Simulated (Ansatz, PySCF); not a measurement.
Si(Br)(OH)2(NH2) (BrH4NO2Si), SMILES N[Si](O)(Br)O. Atoms are numbered in the order given.

```xyz
9

N      1.9464    -0.1241    -0.9678
Si     0.3637     0.4042    -0.6341
O      0.3878     1.9571    -0.0777
O     -0.4746     0.1689    -2.0342
Br    -0.7213    -0.6812     0.9880
H      2.6705    -0.0362    -0.2648
H      2.0801    -0.9472    -1.5442
H      0.8962     2.5589    -0.6326
H     -1.4247     0.0576    -1.9340
```

The structure is a stationary point at PBE0-D3(BJ)/def2-SVP. This is a generated structure with no PubChem entry under its InChIKey; it may be hypothetical. The values are those of a single conformer.

Two levels are set side by side: PBE-D3(BJ)/def2-SVP (Ansatz, a first-principles code) and PBE0-D3(BJ)/def2-SVP (Ansatz). Each level has its own optimised geometry; the coordinates shown are those of the second. Frequencies come from the Hessian of PySCF at each geometry. Differences are taken from unrounded values.

| quantity | PBE0-D3(BJ) |
|---|---|
| mean bond length (Å) | 1.398 |
| bond N1–Si2 (Å) | 1.702 |
| bond Si2–O3 (Å) | 1.650 |
| bond Si2–O4 (Å) | 1.649 |
| bond Si2–Br5 (Å) | 2.233 |
| bond N1–H6 (Å) | 1.013 |
| bond N1–H7 (Å) | 1.014 |
| bond O3–H8 (Å) | 0.964 |
| bond O4–H9 (Å) | 0.962 |
| highest harmonic wavenumber (cm⁻¹) | 3935 |
| mean harmonic wavenumber (cm⁻¹) | 1189 |
| zero-point energy (kcal/mol) | 35.70 |

Q: What does PBE-D3(BJ) give, and how far is it from PBE0-D3(BJ)? (The exact figures need the calculation; the answer reports its results.)

A: 
```tsv
quantity	PBE-D3(BJ)	PBE-D3(BJ) minus PBE0-D3(BJ)
mean bond length (Å)	1.412	0.014
bond N1–Si2 (Å)	1.718	0.016
bond Si2–O3 (Å)	1.668	0.018
bond Si2–O4 (Å)	1.667	0.018
bond Si2–Br5 (Å)	2.253	0.020
bond N1–H6 (Å)	1.022	0.009
bond N1–H7 (Å)	1.023	0.009
bond O3–H8 (Å)	0.975	0.012
bond O4–H9 (Å)	0.973	0.012
highest harmonic wavenumber (cm⁻¹)	3765	-169
mean harmonic wavenumber (cm⁻¹)	1148	-41
zero-point energy (kcal/mol)	34.47	-1.23
```

GGA bonds tend to be longer and softer than those of functionals with exact exchange. Differences between two approximate levels are no errors against the true value.
